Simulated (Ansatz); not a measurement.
Geometry optimisation, Ansatz, DFT LDA, scalar-relativistic, plane waves, PAW.

Input:

```yaml
crystal:
  lattice:
    - [7.67918, 0.0, 0.0]
    - [0.0, 15.358359, 0.0]
    - [0.0, 0.0, 20.2555]
  atoms:
    - { symbol: H, position: [0.409392, 0.0, 0.0493693] }
    - { symbol: H, position: [0.090608, 0.0, 0.0493693] }
    - { symbol: H, position: [0.909392, 0.0, 0.0493693] }
    - { symbol: H, position: [0.590608, 0.0, 0.0493693] }
    - { symbol: H, position: [0.409392, 0.25, 0.0493693] }
    - { symbol: H, position: [0.090608, 0.25, 0.0493693] }
    - { symbol: H, position: [0.909392, 0.25, 0.0493693] }
    - { symbol: H, position: [0.590608, 0.25, 0.0493693] }
    - { symbol: H, position: [0.409392, 0.5, 0.0493693] }
    - { symbol: H, position: [0.090608, 0.5, 0.0493693] }
    - { symbol: H, position: [0.909392, 0.5, 0.0493693] }
    - { symbol: H, position: [0.590608, 0.5, 0.0493693] }
    - { symbol: H, position: [0.409392, 0.75, 0.0493693] }
    - { symbol: H, position: [0.090608, 0.75, 0.0493693] }
    - { symbol: H, position: [0.909392, 0.75, 0.0493693] }
    - { symbol: H, position: [0.590608, 0.75, 0.0493693] }
    - { symbol: Si, position: [0.25, 0.0, 0.0920984] }
    - { symbol: Si, position: [0.75, 0.0, 0.0920984] }
    - { symbol: Si, position: [0.25, 0.25, 0.0920984] }
    - { symbol: Si, position: [0.75, 0.25, 0.0920984] }
    - { symbol: Si, position: [0.25, 0.5, 0.0920984] }
    - { symbol: Si, position: [0.75, 0.5, 0.0920984] }
    - { symbol: Si, position: [0.25, 0.75, 0.0920984] }
    - { symbol: Si, position: [0.75, 0.75, 0.0920984] }
    - { symbol: Si, position: [0.25, 0.125, 0.1591173] }
    - { symbol: Si, position: [0.75, 0.125, 0.1591173] }
    - { symbol: Si, position: [0.25, 0.375, 0.1591173] }
    - { symbol: Si, position: [0.75, 0.375, 0.1591173] }
    - { symbol: Si, position: [0.25, 0.625, 0.1591173] }
    - { symbol: Si, position: [0.75, 0.625, 0.1591173] }
    - { symbol: Si, position: [0.25, 0.875, 0.1591173] }
    - { symbol: Si, position: [0.75, 0.875, 0.1591173] }
    - { symbol: Si, position: [0.0, 0.125, 0.2261361] }
    - { symbol: Si, position: [0.5, 0.125, 0.2261361] }
    - { symbol: Si, position: [0.0, 0.375, 0.2261361] }
    - { symbol: Si, position: [0.5, 0.375, 0.2261361] }
    - { symbol: Si, position: [0.0, 0.625, 0.2261361] }
    - { symbol: Si, position: [0.5, 0.625, 0.2261361] }
    - { symbol: Si, position: [0.0, 0.875, 0.2261361] }
    - { symbol: Si, position: [0.5, 0.875, 0.2261361] }
    - { symbol: Si, position: [0.0, 0.0, 0.2931549] }
    - { symbol: Si, position: [0.5, 0.0, 0.2931549] }
    - { symbol: Si, position: [0.0, 0.25, 0.2931549] }
    - { symbol: Si, position: [0.5, 0.25, 0.2931549] }
    - { symbol: Si, position: [0.0, 0.5, 0.2931549] }
    - { symbol: Si, position: [0.5, 0.5, 0.2931549] }
    - { symbol: Si, position: [0.0, 0.75, 0.2931549] }
    - { symbol: Si, position: [0.5, 0.75, 0.2931549] }
    - { symbol: Si, position: [0.25, 0.0484534, 0.358199] }
    - { symbol: Si, position: [0.75, 0.0484534, 0.358199] }
    - { symbol: Si, position: [0.25, 0.2015466, 0.3404261] }
    - { symbol: Si, position: [0.75, 0.2015466, 0.3404261] }
    - { symbol: Si, position: [0.25, 0.5484534, 0.358199] }
    - { symbol: Si, position: [0.75, 0.5484534, 0.358199] }
    - { symbol: Si, position: [0.25, 0.7015466, 0.3404261] }
    - { symbol: Si, position: [0.75, 0.7015466, 0.3404261] }
    - { symbol: Si, position: [0.0918673, 0.6074357, 0.5398781] }
    - { symbol: Cl, position: [0.1830275, 0.7227843, 0.5066693] }
    - { symbol: Cl, position: [-0.1532921, 0.5892641, 0.5066693] }
    - { symbol: Cl, position: [0.2459632, 0.510381, 0.5066693] }
    - { symbol: Cl, position: [0.0918673, 0.6074357, 0.6396041] }
basis:
  ecutwfc: 420.0
kpoints:
  mp_grid: { grid: [2, 1, 1] }
hamiltonian:
  xc: lda
  pseudopotentials: { kind: paw, azcp: { folder: soft_1 } }
scf:
  occupations: { method: fermi_dirac, width: 0.05 }
  lower_state_search: "off"
relax:
  f_tol: 0.03
  max_steps: 60
  adjacent_minimum: "off"
  constraints:
    - { sites: [0, 1, 2, 3, 4, 5, 6, 7, 8, 9, 10, 11, 12, 13, 14, 15, 16, 17, 18, 19, 20, 21, 22, 23] }
```

Command:

```bash
$ ansatz run input.yaml --threads 4 --pin off --max-ram 10240MiB --backend cpu --events-out ev --progress --plain --runs-dir out
```

Where does it end, and by what steps?

The run converged. The force dipped under the threshold on the way, but the program's further checks kept it going. Limits of this set-up: coarse k mesh, slab without dipole correction, no dispersion correction for a molecule that may bind weakly, PAW files made for another functional, a typed lattice constant that wasn't relaxed here. After 24 steps the energy has fallen by 2.146 eV; Cl61 moved furthest, 2.33 Å.

```csv
step,energy less start (eV),largest force component (eV/Å),accepted
0,0.0000,1.640,yes
1,-1.1841,0.725,yes
2,-1.5716,0.338,yes
3,-1.8073,0.379,yes
4,-1.8943,0.282,yes
5,-1.9476,0.182,yes
6,-1.9860,0.123,yes
7,-2.0166,0.127,yes
8,-2.0390,0.169,yes
9,-2.0531,0.199,yes
10,-2.0657,0.150,yes
11,-2.0773,0.092,yes
12,-2.0899,0.052,yes
13,-2.1008,0.094,yes
14,-2.1110,0.089,yes
15,-2.1204,0.100,yes
16,-2.1301,0.093,yes
17,-2.1368,0.089,yes
18,-2.1394,0.108,yes
19,-2.1434,0.110,yes
20,-2.1447,0.086,yes
21,-2.1417,0.173,no
22,-2.1457,0.024,yes
23,-2.1459,0.011,yes
24,-2.1461,0.011,yes
```

```xyz
61
Lattice="7.6792 0.0000 0.0000 0.0000 15.3584 0.0000 0.0000 0.0000 20.2555" Properties=species:S:1:pos:R:3
H 3.144 0.000 1.000
H 0.696 0.000 1.000
H 6.983 0.000 1.000
H 4.535 0.000 1.000
H 3.144 3.840 1.000
H 0.696 3.840 1.000
H 6.983 3.840 1.000
H 4.535 3.840 1.000
H 3.144 7.679 1.000
H 0.696 7.679 1.000
H 6.983 7.679 1.000
H 4.535 7.679 1.000
H 3.144 11.519 1.000
H 0.696 11.519 1.000
H 6.983 11.519 1.000
H 4.535 11.519 1.000
Si 1.920 0.000 1.865
Si 5.759 0.000 1.865
Si 1.920 3.840 1.865
Si 5.759 3.840 1.865
Si 1.920 7.679 1.865
Si 5.759 7.679 1.865
Si 1.920 11.519 1.865
Si 5.759 11.519 1.865
Si 1.920 1.923 3.134
Si 5.759 1.924 3.135
Si 1.919 5.755 3.244
Si 5.760 5.754 3.245
Si 1.919 9.602 3.133
Si 5.760 9.601 3.134
Si 1.920 13.434 3.241
Si 5.760 13.433 3.241
Si 0.001 1.866 4.419
Si 3.839 1.866 4.419
Si 0.001 5.785 4.622
Si 3.838 5.784 4.621
Si 0.000 9.545 4.413
Si 3.839 9.545 4.412
Si 0.000 13.460 4.615
Si 3.839 13.460 4.614
Si 0.001 0.076 5.909
Si 3.839 0.076 5.908
Si 0.003 3.772 5.871
Si 3.837 3.772 5.871
Si 0.003 7.766 5.912
Si 3.836 7.765 5.909
Si 0.000 11.445 5.852
Si 3.839 11.445 5.850
Si 1.920 0.498 7.204
Si 5.759 0.509 7.195
Si 1.920 2.660 6.486
Si 5.759 2.666 6.476
Si 1.921 8.184 7.205
Si 5.757 8.200 7.202
Si 1.920 10.369 6.528
Si 5.759 10.359 6.482
Si 1.817 10.467 10.479
Cl 1.928 11.962 9.099
Cl 0.143 9.405 10.139
Cl 3.469 9.333 10.327
Cl 1.735 11.312 12.304
```

Whether the end is a true minimum wasn't checked by a vibrational analysis.

Run time: 4 min on 4 threads of Arm Neoverse V2, on a shared host, peak memory 3.8 GiB.
